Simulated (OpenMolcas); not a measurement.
**V3+: effect of the ligand basis**

V3+ with 4 ligands (chloride) in tetrahedral coordination (Td) at 2.27 Å. A charge of +0.25 e stands 2.4 Å behind each ligand.

```json
{
  "Program": "OpenMolcas 26.06",
  "Method": "SS-CASPT2, IPEA 0.25 Eh, imaginary shift 0.1 Eh (closed shells correlated: 3s 3p and the ligand valence shells)",
  "Spin-orbit coupling": "RASSI with atomic mean-field integrals over the reference wave functions"
}
```

Fixed: metal basis ANO-RCC-VTZP, active space 2 electrons in 5 orbitals (3d), DKH2 Hamiltonian.

States (labels of Td). Energies in cm-1 above the lowest state or level, χT in cm3 K/mol.

| Run | Ligand basis | Ground state | First state of that spin | First gap with spin-orbit (degeneracies) | χT at 300 K | First state of another spin | Cost |
| --- | --- | --- | --- | --- | --- | --- | --- |
| A | ANO-RCC-VDZP | 3A2 | 3T2 4930 | 4880 (3, 1) | 0.972 | 1E 8910 | roughly 120 core-seconds |
| B | ANO-RCC-VTZP | 3A2 | 3T2 5740 | 5690 (3, 1) | 0.976 | 1E 8860 | roughly 11 core-minutes |

Against A, the first state of the same spin changes by +16.4 % in B.

Costs are those of the CASPT2 steps.

Roots that are degenerate in the reference are averaged as groups; the widest CASPT2 spread within a group is 1100 cm-1 (the 3-fold group of multiplicity 1 near 17900 cm-1 above the lowest state of its run, B). Shifts and gaps below about the spread of the groups concerned are not significant. Over all roots computed the reference weight is 0.71 to 0.73 in A, 0.69 to 0.71 in B; a low but even weight reflects the number of correlated electrons. Ligand-to-metal charge-transfer states are missing. These CASPT2 states fit no ligand-field parameters well, so their order and spin gaps are uncertain. With no ligand orbital active B as a rule stays too high, so bands that hang on it stand too high and its fall with covalency is understated. With one d shell and no ligand orbital active, 10Dq can be off by a tenth or more. No measured value stands beside these numbers; the geometry was imposed, not optimised, and the real ion may take another.
